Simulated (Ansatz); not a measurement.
Stepwise reaction of `[OH][GeH]([OH])[Cl]` with hydrogen chloride, as a gas-phase model of exchange steps in deposition or etching. ΔE in kJ/mol; ΔG adds harmonic PBE0-D4 terms to CCSD(T)/CBS, at 1 bar.

Program: Ansatz. Geometries: PBE0-D4/def2-TZVP. ΔE: electronic, gas phase. CCSD(T)/CBS is the MP2 limit (def2-TZVPP, def2-QZVPP) plus CCSD(T) − MP2 in def2-TZVPP, frozen cores. This one scheme is used for every species. DFT in def2-TZVPP. B3LYP here is the variant with VWN-RPA as its local correlation; programs differ in this. For Ge outer-core shells are correlated without core-valence functions, which leaves a few kJ/mol of doubt a bond. Scalar relativity is left out up to krypton. Each species was taken in one conformer, which may not be the lowest.

```csv
step,reaction,PBE-D4,B3LYP-D4,ωB97M-V,CCSD(T)/CBS,ΔG(400 K)
1,`[OH][GeH]([OH])[Cl]` + HCl → `[OH][GeH]([Cl])[Cl]` + H₂O,-37.0,-34.6,-33.8,-33.7,-28.1
```

(1) Give the row of step 2, `[OH][GeH]([Cl])[Cl]` + HCl → `[Cl][GeH]([Cl])[Cl]` + H₂O. (An estimate is asked.)

(2) By hand: ΔE of the 2 steps together at CCSD(T)/CBS.

Answers

(1) Ansatz gave: 
```json
{"step": "2", "reaction": "`[OH][GeH]([Cl])[Cl]` + HCl → `[Cl][GeH]([Cl])[Cl]` + H₂O", "PBE-D4": "-31.6", "B3LYP-D4": "-29.5", "ωB97M-V": "-28.9", "CCSD(T)/CBS": "-30.0", "ΔG(400 K)": "-21.3"}
```

(2) (-33.7) + (-30.0) = -63.7 kJ/mol, or -31.9 kJ/mol a step.

In ΔE the steps differ by no more than 3.7 kJ/mol. All are downhill at CCSD(T)/CBS. ΔG lies between -28.1 and -21.3 kJ/mol a step. PBE-D4 differs from CCSD(T)/CBS by -3.3 to -1.6 kJ/mol a step. Isolated molecules leave out the surface, adducts and barriers. Largest T1 diagnostic: 0.011.
